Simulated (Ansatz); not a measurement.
Basis-set extrapolation for C5H12N2S, SMILES `CN(C)C(=S)N(C)C` (PBE0-D4/def2-TZVP geometry, frozen core, Ansatz 0.2.0). Multiplicity 1, RHF reference.

|  | def2-TZVPP | def2-QZVPP |
| --- | --- | --- |
| HF | -702.857184 | -702.882605 |
| MP2 correlation | -1.458974 | -1.557282 |
| CCSD(T) correlation | -1.591078 | not run |

Energies in hartree. Use E(X) = E(∞) + A·exp(−7.88·√X) for Hartree–Fock and E(X) = E(∞) + B·X^(−2.97) for correlation, with X = 3 and 4, and add CCSD(T) minus MP2 of the smaller set to the MP2 limit.

Q: What is the CCSD(T) energy at the basis-set limit?

A: HF limit: -702.882605 + (-0.025421) × 0.13774 = -702.88611. MP2 limit: -1.557282 + (-0.098308) × 0.74074 = -1.63010. Higher-order term: -1.591078 − (-1.458974) = -0.13210. Total: -704.64831 hartree, 525.2 kJ/mol below CCSD(T)/def2-TZVPP.
